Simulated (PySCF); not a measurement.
H4Pb, SMILES [PbH4]. Geometry optimised at PBE0-D3(BJ)/def2-TZVPD. The def2 effective core potentials stand for the cores of Pb; spin–orbit coupling is left out.

Method: PBE0-D3(BJ)/def2-TZVPD (PySCF 2.14.0).

Harmonic wavenumbers (cm⁻¹): 613, 613, 613, 691, 691, 1865, 1884, 1884, 1884. Rotational constants (GHz): 61.40, 61.40, 61.40; symmetry number 12.

Work out the zero-point energy and the ideal-gas rigid-rotor harmonic-oscillator thermochemistry at 298.15 K and 1 atm.

ZPE = ½ Σ hcν = ½ × 10737 cm⁻¹ = 15.35 kcal/mol. H − E(el) = 18.16 kcal/mol. Entropy in cal/(mol K): translation 41.95, rotation 12.94, vibration 1.93, total 56.82. G − E(el) = 1.22 kcal/mol. Cp = 12.73 cal/(mol K).
